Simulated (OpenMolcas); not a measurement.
# Ions of charge +3 along the 3d row on the Ga site of K2NaGaF6

* Program: OpenMolcas 26.06
* Method: CASSCF
* Spin-orbit coupling: state interaction with AMFI integrals over the reference wave functions

The d shell is active. Each dopant is a cluster with its nearest anions in model potentials and point charges, with no relaxation. Distances were set from a Shannon-type radius of the metal (high-spin where two are listed) plus a fixed donor radius (F 1.31 Å), in hosts weighted 0.65 to 0.35 with the host's distance in the model lattice. Ligand basis ANO-RCC-VDZP, DKH2 Hamiltonian. States (labels of O, the rotations of Oh). Energies in cm-1 above the lowest state or level, χT in cm3 K/mol; under a threefold ground state the first gap can be a small split of the lowest multiplet, not the spin-orbit step; 10Dq and B are least-squares fits to the states below 45000 cm-1, weighted by degeneracy, with a free offset, and given where the rms deviation is under 5 % of |10Dq| (or 100 cm-1) and under 700 cm-1. Spin-only χT is S(S+1) / 2 for the spin of the ground state.

```json
{"Ion": "Ti3+", "Shell": "3d1", "R (Å)": "1.965", "Metal basis": "ANO-RCC-VTZP", "Ground state": "2T2", "First state of that spin": "2E 17541", "10Dq": "17541", "B (rms of fit)": "", "First gap with spin-orbit (degeneracies)": "216.2 (4, 2)", "χT at 300 K": "0.446", "First state of another spin": "", "Spin-only χT": "0.375"}
{"Ion": "Fe3+", "Shell": "3d5", "R (Å)": "1.949", "Metal basis": "ANO-RCC-VTZP", "Ground state": "6A1", "First state of that spin": "", "10Dq": "11146", "B (rms of fit)": "1217 (124)", "First gap with spin-orbit (degeneracies)": "26365 (6, 2)", "χT at 300 K": "4.385", "First state of another spin": "4T1 26468", "Spin-only χT": "4.375"}
{"Ion": "Co3+", "Shell": "3d6", "R (Å)": "1.926", "Metal basis": "ANO-RCC-VTZP", "Ground state": "5T2", "First state of that spin": "5E 10522", "10Dq": "10977", "B (rms of fit)": "1230 (189)", "First gap with spin-orbit (degeneracies)": "270.4 (3, 2)", "χT at 300 K": "4.170", "First state of another spin": "3T1 15310", "Spin-only χT": "3.000"}
{"Ion": "Ni3+", "Shell": "3d7", "R (Å)": "1.92", "Metal basis": "ANO-RCC-VTZP", "Ground state": "4T1", "First state of that spin": "4T2 8740", "10Dq": "10606", "B (rms of fit)": "1297 (327)", "First gap with spin-orbit (degeneracies)": "471.6 (2, 4)", "χT at 300 K": "3.388", "First state of another spin": "2E 13345", "Spin-only χT": "1.875"}
{"Ion": "Cu3+", "Shell": "3d8", "R (Å)": "1.881", "Metal basis": "ANO-RCC-VTZP", "Ground state": "3A2", "First state of that spin": "3T2 10649", "10Dq": "10853", "B (rms of fit)": "1338 (145)", "First gap with spin-orbit (degeneracies)": "10270 (3, 2)", "χT at 300 K": "1.316", "First state of another spin": "1E 18980", "Spin-only χT": "1.000"}
```

Among the 5 ions with a close fit, |10Dq| is smallest for Ni3+ (10606 cm-1) and largest for Ti3+ (17541 cm-1). The error differs from ion to ion, so this order need not be the real one.

B goes from 1217 cm-1 (Fe3+) to 1338 cm-1 (Cu3+).

Every ion keeps the highest spin of its shell. χT departs most from the spin-only value for Ni3+, by +1.513 cm3 K/mol.

Ligand-to-metal charge-transfer states are missing. With metal d orbitals alone and no dynamic correlation 10Dq can be off by a tenth to a fifth, either way, in oxide and fluoride hosts. An orbital triplet at a regular site is open to Jahn-Teller coupling, which can distort the site and quench the lowest spin-orbit gaps and is left out (holds for Ti3+; Co3+; Ni3+). Without dynamic correlation the repulsion within the d shell is too large (B by tens of per cent), so at a given field states of lower spin stand too high (holds for Fe3+; Co3+; Ni3+; Cu3+). With no ligand orbital active B as a rule stays too high, so bands that hang on it stand too high and its fall with covalency is understated (holds for Fe3+; Co3+; Ni3+; Cu3+). CASSCF with metal d orbitals alone favours high spin, so a ground state of lower spin is not ruled out (holds for Co3+). This shell can be high or low spin here, a state of another spin lies low, and with metal d orbitals alone active their balance is uncertain, so the ground spin may be wrong (holds for Ni3+). No measured value stands beside these numbers; the geometry was set by hand and not optimised.
